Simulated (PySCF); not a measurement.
## Basis-set dependence of population analyses: `C=CC#CB(Cl)Cl`

Species: C4H3BCl2.
Geometry (PBE0-D3(BJ)/def2-SVP, Å), atoms numbered from 1 in this order:
```
atom  x, y, z in Å
C1    -2.3673   -0.0738   -0.1492
C2    -1.2698   -0.8413   -0.0521
C3     0.0503   -0.3250   -0.0780
C4     1.1977    0.1006   -0.0981
B5     2.6032    0.6382   -0.1244
Cl6    3.9742   -0.4370    0.0621
Cl7    2.8941    2.3519   -0.3420
H8    -2.2937    1.0114   -0.2562
H9    -3.3652   -0.5180   -0.1221
H10   -1.3702   -1.9279    0.0550
```

PBE0 throughout (PySCF), one geometry, spherical d and f functions. Geometry: PBE0-D3(BJ)/def2-SVP; no solvent, vibrations or thermal averaging. Atoms taken as equivalent share a column and are averaged. The first 7 of 9 kinds of atom are listed.

Mulliken charges (e):

```json
{"basis": "STO-3G", "functions": "46", "C1": "-0.127", "C2": "-0.091", "C3": "-0.001", "C4": "-0.116", "B5": "+0.305", "Cl6/Cl7": "-0.148", "H8": "+0.107"}
{"basis": "6-31G", "functions": "77", "C1": "-0.302", "C2": "-0.083", "C3": "+0.060", "C4": "-0.212", "B5": "-0.064", "Cl6/Cl7": "0.000", "H8": "+0.198"}
{"basis": "pcSseg-0", "functions": "77", "C1": "-0.356", "C2": "-0.181", "C3": "-0.127", "C4": "-0.257", "B5": "+0.495", "Cl6/Cl7": "-0.171", "H8": "+0.254"}
{"basis": "6-31G*", "functions": "112", "C1": "-0.341", "C2": "-0.221", "C3": "+0.221", "C4": "-0.163", "B5": "+0.022", "Cl6/Cl7": "-0.068", "H8": "+0.207"}
{"basis": "cc-pVDZ", "functions": "121", "C1": "+0.030", "C2": "-0.209", "C3": "+0.179", "C4": "-0.161", "B5": "+0.127", "Cl6/Cl7": "-0.076", "H8": "+0.062"}
{"basis": "def2-SVP", "functions": "121", "C1": "-0.029", "C2": "-0.113", "C3": "+0.261", "C4": "-0.255", "B5": "+0.018", "Cl6/Cl7": "-0.056", "H8": "+0.078"}
{"basis": "aug-cc-pVDZ", "functions": "196", "C1": "+0.537", "C2": "+1.061", "C3": "+0.012", "C4": "+0.080", "B5": "+0.056", "Cl6/Cl7": "-0.228", "H8": "-0.372"}
{"basis": "6-311+G(2d,p)", "functions": "223", "C1": "-0.313", "C2": "-0.111", "C3": "+0.076", "C4": "-0.343", "B5": "+0.568", "Cl6/Cl7": "-0.150", "H8": "+0.142"}
{"basis": "def2-TZVP", "functions": "247", "C1": "-0.202", "C2": "-0.261", "C3": "-0.010", "C4": "+0.072", "B5": "+0.160", "Cl6/Cl7": "-0.102", "H8": "+0.152"}
{"basis": "cc-pVTZ", "functions": "260", "C1": "-0.207", "C2": "-0.111", "C3": "+0.175", "C4": "-0.251", "B5": "+0.122", "Cl6/Cl7": "-0.073", "H8": "+0.136"}
{"basis": "IGLO-III", "functions": "293", "C1": "-0.188", "C2": "-0.075", "C3": "-0.105", "C4": "-0.044", "B5": "+0.227", "Cl6/Cl7": "-0.089", "H8": "+0.127"}
{"basis": "pcSseg-2", "functions": "308", "C1": "-0.042", "C2": "-0.169", "C3": "+0.056", "C4": "-0.167", "B5": "+0.369", "Cl6/Cl7": "-0.133", "H8": "+0.084"}
```

IAO charges (e):

| basis | functions | C1 | C2 | C3 | C4 | B5 | Cl6/Cl7 | H8 |
| --- | --- | --- | --- | --- | --- | --- | --- | --- |
| STO-3G | 46 | -0.209 | -0.165 | +0.037 | -0.148 | +0.044 | -0.011 | +0.152 |
| 6-31G | 77 | -0.251 | -0.160 | +0.040 | -0.170 | +0.094 | -0.036 | +0.172 |
| pcSseg-0 | 77 | -0.237 | -0.162 | +0.040 | -0.168 | +0.093 | -0.036 | +0.167 |
| 6-31G* | 112 | -0.240 | -0.156 | +0.038 | -0.178 | +0.130 | -0.047 | +0.167 |
| cc-pVDZ | 121 | -0.245 | -0.157 | +0.032 | -0.175 | +0.134 | -0.046 | +0.167 |
| def2-SVP | 121 | -0.237 | -0.155 | +0.031 | -0.174 | +0.126 | -0.040 | +0.162 |
| aug-cc-pVDZ | 196 | -0.254 | -0.159 | +0.033 | -0.178 | +0.139 | -0.049 | +0.171 |
| 6-311+G(2d,p) | 223 | -0.254 | -0.160 | +0.033 | -0.178 | +0.133 | -0.045 | +0.172 |
| def2-TZVP | 247 | -0.255 | -0.159 | +0.032 | -0.178 | +0.136 | -0.046 | +0.171 |
| cc-pVTZ | 260 | -0.255 | -0.159 | +0.033 | -0.179 | +0.139 | -0.048 | +0.171 |
| IGLO-III | 293 | -0.256 | -0.160 | +0.031 | -0.178 | +0.130 | -0.042 | +0.172 |
| pcSseg-2 | 308 | -0.254 | -0.160 | +0.033 | -0.179 | +0.135 | -0.046 | +0.171 |

**Question.** Which scheme is steadiest as the basis changes?

**Answer.** Largest range over the bases for any column: IAO 0.10 e, Mulliken 1.32 e. IAO charges move least and Mulliken charges most, counted in e. Without the minimal STO-3G basis the ranges are IAO 0.05, Mulliken 1.32 e.

**Question.** How much do the charges still move between the two largest bases, IGLO-III and pcSseg-2?

**Answer.** At most, over all atoms: Mulliken 0.161 e, IAO 0.006 e.

**Question.** What do the same runs give for the total energy, the frontier levels and the dipole moment?

**Answer.** 
```csv
basis,energy (Eh),HOMO (eV),LUMO (eV),μ (D)
STO-3G,-1086.7979,-6.14,-0.48,3.62
6-31G,-1098.8550,-7.68,-2.52,3.86
pcSseg-0,-1097.5360,-8.01,-2.74,3.88
6-31G*,-1098.9259,-7.55,-2.42,3.47
cc-pVDZ,-1098.9909,-7.63,-2.47,3.15
def2-SVP,-1098.5536,-7.66,-2.45,2.98
aug-cc-pVDZ,-1099.0013,-7.75,-2.64,3.22
"6-311+G(2d,p)",-1099.0405,-7.75,-2.65,3.16
def2-TZVP,-1099.0569,-7.72,-2.59,3.12
cc-pVTZ,-1099.0667,-7.72,-2.57,3.15
IGLO-III,-1099.0516,-7.72,-2.60,3.05
pcSseg-2,-1099.0747,-7.76,-2.65,3.22
```

The dipole is fixed by the density alone, so its range of 0.90 D shows that the density itself changes with the basis, not only its division among atoms.
